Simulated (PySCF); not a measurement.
**Excitation energy of Sb⁺ by level of theory**

Sb⁺ [Kr] 4d10 5s2 5p2 (3P) → Sb⁺ [Kr] 4d10 5s2 5p1 6s1 (3P), as a difference of total energies. Calculation: PySCF 2.14, in aug-cc-pVQZ-PP with ECP28MDF (7s7p5d3f2g, 92 functions); a scalar-relativistic core potential. Correlated levels: valence: 4s2 4p6 4d10 frozen. The calculations carry no spin-orbit coupling.

```
           method  excitation energy (cm⁻¹)
              UHF                     66988
              LDA                     66512
              PBE                     65505
             PBE0                     66918
           r2SCAN                     68838
          LC-wPBE                     69253
            TPSSh                     67213
           B2PLYP                     67108
    MP2 (valence)                     67623
SCS-MP2 (valence)                     67644
```

Errors of the correlated levels include the incompleteness of this basis and the frozen core.

For comparison: 68518 cm⁻¹ (measured; NIST levels, between the centres of gravity of the two terms).
